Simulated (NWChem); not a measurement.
System: FeCl3, sextet; SMILES [Cl][Fe]([Cl])[Cl]

Output (shortened):

```
             Northwest Computational Chemistry Package (NWChem) 7.3.0
             --------------------------------------------------------

 C3H symmetry detected

                             Geometry "geometry" -> ""
                             -------------------------

 Output coordinates in angstroms (scale by  1.889725989 to convert to a.u.)

  No.       Tag          Charge          X              Y              Z
 ---- ---------------- ---------- -------------- -------------- --------------
    1 Fe                  26.0000    -0.00000000     0.00000000    -0.00000000
    2 Cl                  17.0000     1.93401632     0.91772726     0.00000000
    3 Cl                  17.0000    -0.17223304    -2.13377090     0.00000000
    4 Cl                  17.0000    -1.76178329     1.21604363     0.00000000

 Effective nuclear repulsion energy (a.u.)     451.5207958075

      Symmetry information
      --------------------

 Group name             C3h
 Group number             22
 Group order               6
 No. of unique centers     2

                                 NWChem DFT Module
                                 -----------------

 Summary of "ao basis" -> "ao basis" (spherical)
 ------------------------------------------------------------------------------
       Tag                 Description            Shells   Functions and Types
 ---------------- ------------------------------  ------  ---------------------
 Fe                         def2-svp                11       31   5s3p2d1f
 Cl                         def2-svp                 8       18   4s3p1d

      Symmetry analysis of basis
      --------------------------

        a'         22
        e'+        19
        e'-        19
        a"          9
        e"+         8
        e"-         8

  Rotation of axis

            General Information
            -------------------
          SCF calculation type: DFT
          Wavefunction type:  spin polarized.
          No. of atoms     :     4
          No. of electrons :    77
           Alpha electrons :    41
            Beta electrons :    36
          Charge           :     0
          Spin multiplicity:     6
          Use of symmetry is: on ; symmetry adaption is: on
          Maximum number of iterations: 150
          AO basis - number of functions:    85
                     number of shells:    35
          Convergence on energy requested:  1.00D-06
          Convergence on density requested:  1.00D-05
          Convergence on gradient requested:  5.00D-04

              XC Information
              --------------
                      r^2SCAN Method XC Functional
               r^2SCAN metaGGA Exchange Functional  1.000
                     r^2SCAN Correlation Potential  1.000

             Grid Information
             ----------------
          Grid used for XC integration:  medium
          Radial quadrature: Mura-Knowles
          Angular quadrature: Lebedev.
          Tag              B.-S. Rad. Rad. Pts. Rad. Cut. Ang. Pts.
          ---              ---------- --------- --------- ---------
          Fe                  1.40      112           8.0       590
          Cl                  1.00       88          10.0       590
          Grid pruning is: on
          Number of quadrature shells:   200
          Spatial weights used:  Erf1

      Superposition of Atomic Density Guess
      -------------------------------------

 Sum of atomic energies:       -2640.09387226

      Non-variational initial energy
      ------------------------------

 Total energy =   -2639.640239
 1-e energy   =   -4550.279342
 2-e energy   =    1459.118307
 HOMO         =      -0.261877
 LUMO         =      -0.220986

   Symmetry analysis of molecular orbitals - initial alpha
   -------------------------------------------------------

  Numbering of irreducible representations:

     1 a'          2 e'+         3 e'-         4 a"          5 e"+
     6 e"-

  Orbital symmetries:

     1 a'          2 a'          3 e'+         4 e'+         5 a'
     6 e'+         7 e'+         8 a"          9 a'         10 e'+
    11 e'+        12 a'         13 e'+        14 e'+        15 a"
    16 e'+        17 e'+        18 a'         19 e"+        20 e"+
    21 a'         22 e'+        23 e'+        24 a"         25 a'
    26 e'+        27 e'+        28 a'         29 e'+        30 e'+
    31 e'+        32 e'+        33 e"+        34 e"+        35 a"
    36 a'         37 a'         38 e"+        39 e"+        40 e'+
    41 e'+        42 a'         43 a"         44 a'         45 e'+
    46 e'+        47 e'+        48 e'+        49 a'         50 e'+
    51 e'+

   Symmetry analysis of molecular orbitals - initial beta
   ------------------------------------------------------

  Numbering of irreducible representations:

     1 a'          2 e'+         3 e'-         4 a"          5 e"+
     6 e"-

  Orbital symmetries:

[...]

                         DFT ENERGY GRADIENTS

    atom               coordinates                        gradient
                 x          y          z           x          y          z
   1 Fe     -0.000000   0.000000  -0.000000    0.000000   0.000000   0.000000
   2 Cl      3.654761   1.734253   0.000000   -0.001046  -0.000498   0.000000
   3 Cl     -0.325473  -4.032242   0.000000    0.000092   0.001155   0.000000
   4 Cl     -3.329288   2.297989   0.000000    0.000954  -0.000657   0.000000
```

Level: r2SCAN/def2-SVP, spin-unrestricted. Structure relaxed at the PBE0/def2-SVP, spin-unrestricted level. No stability test was run on the SCF state.

**Question.** Which NWChem input produces such a log?

**Answer.** Several could match; the one computed here: the input that was run:
```
start job
memory heap 200 mb stack 700 mb global 900 mb
geometry units angstroms noautoz
  Fe     0.013611     0.047693     0.028862
  Cl     2.076042    -0.255875    -0.457960
  Cl    -0.799226    -0.797761     1.819740
  Cl    -1.236856     1.192488    -1.278120
end
basis spherical
  Fe library def2-svp
  Cl library def2-svp
end
dft
  odft
  mult 6
  xc r2scan
  iterations 150
end
task dft gradient
```
